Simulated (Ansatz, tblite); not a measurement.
Forces on GaO2H at its B3LYP-D4/def2-TZVP geometry. The state is a singlet with charge 0.

The xTB rows come from tblite. The structure comes from a short search, and lower isomers may exist.

GFN1-xTB (tblite), largest force 0.98 eV/Å:

```xyz
4
positions Å, forces eV/Å
Ga    0.182    0.572    0.011    0.283    0.591    0.036
O     1.027    1.986    0.145   -0.535   -0.822   -0.089
O    -0.824   -0.859   -0.166    0.534    0.124    0.137
H    -0.385   -1.699    0.009   -0.282    0.106   -0.083
```

GFN2-xTB (tblite), largest force 0.67 eV/Å:

```
Ga 0.157 0.317 0.020
O -0.389 -0.539 -0.069
O 0.531 0.109 0.137
H -0.300 0.112 -0.089
```

B97M-V/def2-TZVP (Ansatz), largest force 0.37 eV/Å:

```
Ga 0.077 0.058 0.015
O -0.194 -0.316 -0.030
O 0.143 0.013 0.039
H -0.026 0.245 -0.023
```
